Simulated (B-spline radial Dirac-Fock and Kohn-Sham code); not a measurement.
# Dipole and non-dipole photoemission parameters of Sn 3p1/2

System: neutral tin, configuration [Kr] 4d10 5s2 5p2; threshold 756.5 eV (tabulated edge). These are calculated numbers from an atomic code on a B-spline grid; the model is Dirac-Hartree-Slater photoionisation with a Latter tail; cross sections with all multipoles, angular parameters from the dipole term and its interference with E2.

For linearly polarised light dσ/dΩ = σ/(4π) [1 + β P₂(cos θ) + (δ + γ cos²θ) sin θ cos φ], with θ from the polarisation vector and φ the angle between the beam and the projection of the electron momentum on the plane normal to the polarisation.

```
hν (eV)  σ (kb)      β       γ      δ
    800     130  0.339  -0.291  0.135
   1070    99.4  1.302   0.287  0.039
   2000    37.9  1.602  -0.019  0.001
   2150    33.1  1.606  -0.008  0.002
   2460    25.5  1.607   0.035  0.002
   2860    18.8  1.599   0.112  0.004
   3270    14.1  1.585   0.202  0.007
   3480    12.3  1.576   0.250  0.008
   3680       ?      ?       ?      ?
   4160    8.21  1.545   0.401  0.013
   6000    3.40  1.460   0.766  0.029
   6370    2.93  1.443   0.831  0.033
   6780    2.50  1.426   0.901  0.037
   7370    2.01  1.401   0.994  0.044
   7610    1.85  1.391   1.030  0.046
 8047.8    1.59  1.373   1.093  0.051
   9180    1.12  1.330   1.243  0.064
  12000   0.533  1.236   1.552  0.096
```

Task: Give the values at 3680 eV.

Result: σ = 10.9 kb, β = 1.568, γ = 0.295, δ = 0.009.
